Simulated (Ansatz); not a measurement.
AlI (SMILES [Al][I]): where methods fail along a bond

The species is AlI (2 atoms), meant as a singlet with charge 0. As SMILES, `[Al][I]`. The bond length is the measured one.

```xyz
2

Al    0.0000    0.0000    0.0000
I     0.0000    0.0000    2.5371
```

The Al1–I2 distance is scanned; the parts on either side stay rigid. Basis STO-3G, 23 core orbitals frozen in the correlated methods; program Ansatz 0.2.0. FCI is exact within this basis and core. Energies in eV from each method's value at 2.537 Å; methods without a U are spin-restricted. The shape above is that at 2.537 Å.

| distance (Å) | HF | SVWN5 | B3LYP | CCSD | FCI |
| --- | --- | --- | --- | --- | --- |
| 2.537 | 0.00 | 0.00 | 0.00 | 0.00 | 0.00 |
| 3.171 | 1.27 | 1.37 | 1.22 | 1.24 | 1.25 |
| 3.806 | 2.89 | 3.06 | 2.84 | 2.88 | 2.89 |
| 5.074 | 4.26 | 4.41 | 4.29 | 4.24 | 4.26 |
| 6.343 | 4.85 | 4.69 | 4.66 | 4.83 | 4.84 |

Departure from the FCI curve at its largest: HF +0.02 eV at 3.17 Å; SVWN5 +0.17 eV at 3.81 Å; B3LYP -0.19 eV at 6.34 Å; CCSD -0.02 eV at 6.34 Å. For the functionals part of the departure is owed to the small basis.
